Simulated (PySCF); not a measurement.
## Computed spin Hamiltonian

C6H10ClSi (doublet state).
Cartesian coordinates in Å at the GFN2-xTB level; atoms count from 1:
```xyz
18
C6H10ClSi angstrom
C      4.0547   -0.4896    0.0216
C      2.6718   -0.0839    0.0764
C      1.5096    0.2748    0.1314
C      0.2033    0.6694    0.1745
C     -0.6163    0.7777   -1.0224
Cl    -1.4113    2.4243   -1.1240
Si    -2.0886   -0.4782   -1.0426
C     -3.0816   -0.2612    0.5555
H      4.1800   -1.2990   -0.6994
H      4.6824    0.3485   -0.2886
H      4.3888   -0.8311    1.0018
H     -0.2423    0.9120    1.1269
H     -0.0141    0.6910   -1.9261
H     -1.4889   -1.8154   -1.1247
H     -2.8866   -0.1770   -2.2322
H     -3.9904   -0.8545    0.5279
H     -2.5106   -0.5775    1.4246
H     -3.3684    0.7762    0.7042
```

The hyperfine couplings belong to this conformer and change with its torsions.

Identity: `C[SiH2][C@H](C=C=[C]C)Cl` [radical].

Method: PySCF 2.14.0, UKS B3LYP, pcH-1 on C Cl H Si, non-relativistic, mean-field spin-orbit, GIAO. The structure is a single GFN2-xTB conformer in the gas phase; no vibrational or solvent corrections. The geometry wasn't refined by DFT: couplings that depend on bond lengths, twists or pyramidal angles can differ widely from those at the functional's own minimum. No stability test was run, so a lower SCF solution isn't excluded.

```json
{
 "g1, g2, g3": "2.00127, 2.00288, 2.00394",
 "g_iso": "2.00270",
 "Form of g": "rhombic: the two nearest values differ by 40 % of g3 − g1",
 "⟨S²⟩": "0.7660 (exact 0.7500)",
 "α and β electrons": "39, 38",
 "HOMO–LUMO gap, α and β orbitals": "5.45, 4.64 eV",
 "Total energy": "-984.30246 Eh"
}
```

Hyperfine couplings atom by atom, in G; T1 to T3 are the principal values of the dipolar part (MHz turned into gauss with g_iso; 10 G = 1 mT):

```
atom  isotope  a_iso  of which spin–orbit     T1     T2    T3  Mulliken spin population
  C1      13C   -6.4                  0.0   -0.4    0.2   0.2                     -0.04
  C2      13C   14.5                  0.0  -14.9  -11.4  26.3                      0.48
  C3      13C  -21.6                  0.0   -6.5   -0.7   7.2                     -0.23
  C4      13C   21.4                  0.0  -20.5  -20.2  40.7                      0.71
  C5      13C   -1.6                  0.0   -1.9    0.1   1.9                     -0.05
 Cl6     35Cl   10.0                  0.1   -4.9   -4.6   9.5                      0.06
 Si7     29Si  -20.4                  0.0   -3.9    1.8   2.1                      0.03
  C8      13C   -0.1                  0.0   -0.2    0.0   0.2                      0.00
  H9       1H   13.8                  0.0   -0.9   -0.8   1.7                      0.02
 H10       1H   25.9                  0.0   -1.1   -0.7   1.7                      0.03
 H11       1H    4.1                  0.0   -0.9   -0.8   1.7                      0.00
 H12       1H  -17.3                  0.0   -9.3   -0.4   9.7                     -0.03
 H13       1H    4.8                  0.0   -1.2   -1.0   2.1                      0.01
 H14       1H   -1.0                  0.0   -0.7   -0.4   1.1                      0.00
 H15       1H    6.4                  0.0   -0.5   -0.2   0.7                      0.01
 H16       1H   -0.1                  0.0   -0.3   -0.2   0.5                      0.00
 H17       1H    0.0                  0.0   -0.6   -0.5   1.1                      0.00
 H18       1H    0.1                  0.0   -0.4   -0.4   0.7                      0.00
```

The largest Mulliken spin populations are on C4 (+0.71), C2 (+0.48), C3 (-0.23) and Cl6 (+0.06). The angles at C4 add up to 360.0°, so it is planar; its axial dipolar tensor and the negative coupling of its proton fit spin in a p orbital normal to that plane.

The SMILES `C[C]=C=C[C@H](Cl)[SiH2]C` draws the unpaired electron on C2, whose computed spin population is only +0.48.

Under fast tumbling the dipolar parts average out, and these isotropic splittings remain: 1 × 1H (H12, I = 1/2, 2 lines) with 1.73 mT, 3 × 1H (H9/H10/H11, I = 1/2, 4 lines) with 1.46 mT, 1 × 35Cl (Cl6, I = 3/2, 4 lines) with 1.00 mT, 1 × 1H (H15, I = 1/2, 2 lines) with 0.64 mT, 1 × 1H (H13, I = 1/2, 2 lines) with 0.48 mT and 1 × 1H (H14, I = 1/2, 2 lines) with 0.10 mT.

Means are taken over nuclei equivalent by connectivity, which assumes that they swap fast. The three 1H nuclei of mean +41.0 MHz run from 11.5 to 72.6 MHz in the frozen geometry.

Main isotope only: 35Cl (natural samples also hold 24 % 37Cl, magnetic too, which adds its own pattern).

The 13C coupling of C3 (-60.4 MHz) shows only in satellite lines or after enrichment, since that isotope makes up about 1.07 % of natural carbon.

The 29Si coupling of Si7 (-57.1 MHz) shows only in satellite lines or after enrichment, since that isotope makes up about 4.7 % of natural silicon.
